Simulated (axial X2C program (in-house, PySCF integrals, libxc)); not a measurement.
Spin–orbit effects along a row: molecules with S (ions), HF

Computed with an in-house relativistic program for diatomic molecules, spin-free (one-electron X2C) or two-component (2c: spin–orbit coupling with atomic mean-field Coulomb and Gaunt terms, which also bring small scalar terms), in Dyall basis sets with cores contracted in-house; open shells are unrestricted.

Basis sets: As dyall-acv3z, Br dyall-acv3z, Cr dyall-acv3z, Ga dyall-acv3z, Ge dyall-acv3z, Mn dyall-acv3z, S dyall-av3z, Sc dyall-acv3z, V dyall-acv3z.

```json
{"molecule": "ScS⁻", "spin-free state": "M_S = 0, Λ = 0", "Re (Å)": "2.225", "ωe (cm⁻¹)": "530.3", "De (eV)": "2.48", "2c state": "Ω = 0", "Re 2c (Å)": "2.225", "ωe 2c (cm⁻¹)": "530.3", "De 2c (eV)": "2.44"}
{"molecule": "VS⁻", "spin-free state": "M_S = 1, Λ = 0", "Re (Å)": "2.241", "ωe (cm⁻¹)": "435.4", "De (eV)": "n/a", "2c state": "Ω = 1", "Re 2c (Å)": "2.241", "ωe 2c (cm⁻¹)": "435.2", "De 2c (eV)": "n/a"}
{"molecule": "CrS⁻", "spin-free state": "M_S = 5/2, Λ = 0", "Re (Å)": "2.249", "ωe (cm⁻¹)": "448.3", "De (eV)": "1.39", "2c state": "Ω = 5/2", "Re 2c (Å)": "2.249", "ωe 2c (cm⁻¹)": "448.1", "De 2c (eV)": "1.35"}
{"molecule": "MnS⁻", "spin-free state": "M_S = 3, Λ = 0", "Re (Å)": "2.254", "ωe (cm⁻¹)": "433.6", "De (eV)": "1.81", "2c state": "Ω = 3", "Re 2c (Å)": "2.254", "ωe 2c (cm⁻¹)": "433.4", "De 2c (eV)": "1.78"}
{"molecule": "GaS⁻", "spin-free state": "?", "Re (Å)": "?", "ωe (cm⁻¹)": "?", "De (eV)": "?", "2c state": "?", "Re 2c (Å)": "?", "ωe 2c (cm⁻¹)": "?", "De 2c (eV)": "?"}
{"molecule": "GeS⁻", "spin-free state": "M_S = 1/2, Λ = 1", "Re (Å)": "2.108", "ωe (cm⁻¹)": "491.6", "De (eV)": "2.54", "2c state": "Ω = 1/2", "Re 2c (Å)": "2.110", "ωe 2c (cm⁻¹)": "490.7", "De 2c (eV)": "n/a"}
{"molecule": "AsS⁻", "spin-free state": "M_S = 1, Λ = 0", "Re (Å)": "2.119", "ωe (cm⁻¹)": "488.2", "De (eV)": "1.79", "2c state": "Ω = 1", "Re 2c (Å)": "2.120", "ωe 2c (cm⁻¹)": "487.6", "De 2c (eV)": "1.76"}
{"molecule": "SBr⁻", "spin-free state": "M_S = 0, Λ = 0", "Re (Å)": "2.262", "ωe (cm⁻¹)": "370.2", "De (eV)": "0.17", "2c state": "Ω = 0", "Re 2c (Å)": "2.263", "ωe 2c (cm⁻¹)": "369.8", "De 2c (eV)": "0.17"}
```

Problem. Estimate the 2c Re and ωe of GaS⁻ as the mean of its neighbours in the table.

Solution. Re ≈ 2.182 Å, ωe ≈ 462.0 cm⁻¹. The HF runs give the row below, so the estimate misses by 0.055 Å and -7.7 cm⁻¹.

```json
{"molecule": "GaS⁻", "spin-free state": "M_S = 0, Λ = 0", "Re (Å)": "2.127", "ωe (cm⁻¹)": "470.0", "De (eV)": "2.93", "2c state": "Ω = 0", "Re 2c (Å)": "2.127", "ωe 2c (cm⁻¹)": "469.7", "De 2c (eV)": "n/a"}
```

Fragments in 2c: Sc + S-, V + S-, Cr + S-, Mn + S-, Ga + S-, Ge + S-, As + S-, Br- + S. Each entry is the lowest single determinant of a limited PBE0 search at one distance. De goes to single-determinant-based atoms at the same level (for ions the charge split of lowest energy) and is withheld (n/a) where an atom does not fit its ground term or J level. Main or longest-lived isotopes. One determinant is a doubtful description, or other states lie close, for VS⁻, CrS⁻, MnS⁻, AsS⁻; these need not be ground states, and all values refer to the states named. Some open-shell Ω = 0 determinants are out of reach, so the Ω given for VS⁻, MnS⁻, AsS⁻ need not be the lowest component. With several unpaired electrons the Ω given is that of one determinant, not necessarily of the lowest component. Some light 2c atoms are not at their ground J level, so De misses part of their lowering (0.04 eV or less).
